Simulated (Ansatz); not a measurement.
Calculated with Ansatz (gas phase, PBE0-D4/def2-TZVP geometries, no zero-point term in ΔE). CCSD(T)/CBS adds triple-zeta CCSD(T) − MP2 to the extrapolated MP2 energy (def2 sets, frozen cores). This one scheme is used for every species. Functionals use def2-TZVPP. One conformer a species, not always the lowest.

`C[SiH2]C[SiH2]F` + `F[SiH3]` → `C[SiH2][SiH2]F` + `C[SiH2]F`  (formal exchange of groups at the Si–C bond)

`C[SiH2]C[SiH2]F`:

```xyz
14

C    -1.420   -1.321    0.623
Si   -0.388   -0.833   -0.854
C     0.191    0.952   -0.729
Si    1.480    1.287    0.556
F     0.992    0.705    1.972
H    -1.743   -2.362    0.543
H    -2.313   -0.696    0.696
H    -0.850   -1.207    1.547
H    -1.177   -0.999   -2.107
H     0.811   -1.713   -0.960
H     0.620    1.244   -1.696
H    -0.677    1.600   -0.559
H     2.754    0.605    0.216
H     1.720    2.739    0.752
```

`F[SiH3]`:

Cartesian coordinates in Å:
```
F 0.030 0.809 1.333
Si -0.001 -0.021 -0.035
H -0.944 0.646 -0.963
H -0.454 -1.399 0.267
H 1.368 -0.035 -0.603
```

`C[SiH2][SiH2]F`:

Cartesian coordinates in Å:
```
C -0.041 1.140 1.319
Si -0.852 -0.093 0.161
Si 0.692 -1.018 -1.340
F 1.389 0.159 -2.190
H 0.408 1.959 0.754
H -0.775 1.562 2.008
H 0.745 0.661 1.907
H -1.949 0.555 -0.611
H -1.445 -1.228 0.926
H 1.778 -1.748 -0.630
H 0.051 -1.950 -2.305
```

`C[SiH2]F`:

```xyz
8

C    -0.057    0.106    0.977
Si    0.078   -0.125   -0.857
F    -0.865    0.941   -1.598
H    -1.085   -0.042    1.316
H     0.579   -0.618    1.494
H     0.262    1.109    1.271
H     1.465    0.106   -1.335
H    -0.376   -1.477   -1.270
```

```tsv
level	ΔE (kJ/mol)
PBE-D4	-0.8
r2SCAN-D4	8.0
PBE0-D4	4.3
PBE	-4.5
r2SCAN	6.9
SCS-MP2/def2-TZVPP	21.9
MP2/def2-QZVPP	22.8
MP2/CBS(def2)	22.2
```

Task: What does CCSD(T)/CBS give? (An estimate is asked.)

Result: Computed: +14.9 kJ/mol. The listed levels differ from it by -15.7, -6.9, -10.6, -19.4, -8.0, 7.0, 7.9, 7.3 kJ/mol.

Largest T1 diagnostic among the species: 0.012.

The D4 term adds +5.8 kJ/mol with B3LYP and +3.3 kJ/mol with PBE0; it sums over pairs of atoms, weighted by their polarisabilities, and B3LYP, whose exchange is more repulsive, gets the larger term. From PBE to PBE0 (25 % exact exchange), in def2-TZVPP and without D4, ΔE moves by +5.5 kJ/mol.

B3LYP here is the variant with VWN-RPA as its local correlation; programs differ in this.
